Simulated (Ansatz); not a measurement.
`C[S][Al]([F])[Cl]` + HCl → `[F][Al]([Cl])[Cl]` + CH₃SH  (ligand exchange at the Al–S bond)

Gas-phase electronic energies from Ansatz, PBE0-D4/def2-TZVP geometries. CCSD(T)/CBS is the MP2 limit (def2-TZVPP, def2-QZVPP) plus CCSD(T) − MP2 in def2-TZVPP, frozen cores. This one scheme is used for every species. DFT in def2-TZVPP. B3LYP here is the variant with VWN-RPA as its local correlation; programs differ in this. Each species was taken in one conformer, which may not be the lowest.

```csv
level,ΔE (kJ/mol),difference from CCSD(T)/CBS
LDA (SPW92),-39.0,8.7
BLYP-D4,-44.6,3.1
B3LYP-D4,-47.3,0.4
ωB97X-V,-49.7,-2.0
B2PLYP,-51.0,-3.3
PBE,-43.6,4.1
PBE0,-47.0,0.7
r2SCAN0,-50.1,-2.4
BHLYP,-55.7,-8.0
HF/def2-SVP,-63.4,-15.7
MP2/def2-TZVPP,-48.1,-0.4
SCS-MP2/def2-TZVPP,-50.6,-2.9
CCSD(T)/def2-TZVPP,-47.6,0.1
HF/def2-QZVPP,-63.9,-16.2
MP2/def2-QZVPP,-48.6,-0.9
CCSD/CBS(def2),-50.6,-2.9
CCSD(T)/CBS,-47.7,0
```

Largest T1 diagnostic among the species: 0.011.

The D4 term adds +4.8 kJ/mol with B3LYP and +2.8 kJ/mol with PBE0; it sums over pairs of atoms, weighted by their polarisabilities, and B3LYP, whose exchange is more repulsive, gets the larger term. Leaving LDA and LC-ωPBE aside and taking each functional with its dispersion term where it has one, the values, not all of them listed here, spread over 10.5 kJ/mol, from BHLYP-D4 to PBE-D4. LDA lies +4.6 kJ/mol from PBE without D4. At CCSD(T), def2-SVP lies −4.5 kJ/mol from the extrapolated value and def2-TZVPP +0.1 kJ/mol.
